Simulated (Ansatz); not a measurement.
Computed with Ansatz on PBE0-D4/def2-TZVP structures; ΔE is electronic, products minus reactants. CCSD(T)/CBS is the MP2 limit (def2-TZVPP, def2-QZVPP) plus CCSD(T) − MP2 in def2-TZVPP, frozen cores. This one scheme is used for every species. DFT in def2-TZVPP. For Br outer-core shells are correlated without core-valence functions, which leaves a few kJ/mol of doubt a bond. Scalar relativity is left out up to krypton. Each species was taken in one conformer, which may not be the lowest.

Reaction (hydrogenolysis of a C–Br bond): `CCCBr` + H₂ → `CCC` + HBr

| species | r2SCAN energy (Eh) |
| --- | --- |
| `CCCBr` | -2692.64744 |
| H₂ | -1.17128 |
| `CCC` | -119.10273 |
| HBr | -2574.74141 |

Task: Work out ΔE.

Result: ΔE = (-119.10273) + (-2574.74141) − (-2692.64744) − (-1.17128) = -0.02542 Eh = -66.7 kJ/mol. CCSD(T)/CBS gives -64.6 kJ/mol.

Largest T1 diagnostic among the species: 0.008.

The D4 term adds +9.4 kJ/mol with B3LYP and +5.0 kJ/mol with PBE0; it sums over pairs of atoms, weighted by their polarisabilities, and B3LYP, whose exchange is more repulsive, gets the larger term. From PBE to PBE0 (25 % exact exchange), in def2-TZVPP and without D4, ΔE moves by −4.9 kJ/mol.

B3LYP here is the variant with VWN-RPA as its local correlation; programs differ in this.
